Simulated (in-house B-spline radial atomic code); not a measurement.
## How G0W0 and RPA depend on the start: Tb⁴⁺

Configuration [Xe] 4f7, highest spin. Computed with an all-electron radial atomic-structure program (B-spline basis): all electrons, scalar-relativistic (spin-free one-electron X2C), finite nucleus, each spin shell either full or empty, empty states to l = 9 with an (l + 1/2)⁻⁴ tail; G0W0 by contour deformation at full frequency.

Without the two-electron picture change, the correlation of inner shells comes somewhat too large for so heavy an element.

| start | mean-field 4f up (eV) | G0W0 (eV) | QP weight | RPA correlation (Eh) |
| --- | --- | --- | --- | --- |
| Hartree-Fock | -70.37 | -68.19 | 0.954 | -4.8734 |
| LDA VWN5 | -56.84 | -67.24 | 0.906 | -5.2667 |
| PBE | -56.56 | -67.18 | 0.905 | -5.2614 |
| PBE0 | -60.24 | -67.48 | 0.926 | -5.1534 |
| r2SCAN | -57.13 | -67.29 | 0.915 | -5.1936 |
| HSE06 | -59.75 | -67.47 | 0.923 | -5.161 |
| B3LYP (VWN-RPA) | -59.43 | -67.49 | 0.921 | -5.1757 |
| SCAN | -57.12 | -67.28 | 0.913 | -5.1994 |
| TPSS | -56.44 | ? | ? | ? |
| BHandHLYP | -63.70 | -67.78 | 0.937 | -5.0544 |
| CAM-B3LYP | -61.41 | ? | ? | ? |
| LC-wPBE | -62.03 | -67.99 | 0.936 | -5.1411 |
| wB97X | -62.29 | -67.78 | 0.937 | -5.1167 |
| PBEsol | -56.60 | -67.21 | 0.906 | -5.2636 |
| BLYP | -56.29 | -67.23 | 0.902 | -5.2627 |
| r2SCAN0 | -60.70 | -67.53 | 0.930 | -5.1078 |
| LDA exchange-only | -55.17 | -67.55 | 0.896 | -5.2661 |

(1) What G0W0 level, weight and RPA correlation energy follow from the CAM-B3LYP start?

(2) What G0W0 level, weight and RPA correlation energy follow from the TPSS start?

(3) How much of the dependence on the start does G0W0 remove?

Answers

(1) G0W0 level -67.79 eV, weight 0.931, RPA correlation -5.1346 hartree.

(2) G0W0 level -67.32 eV, weight 0.906, RPA correlation -5.2451 hartree.

(3) The mean-field levels span 15.2 eV and the G0W0 levels 1.01 eV.
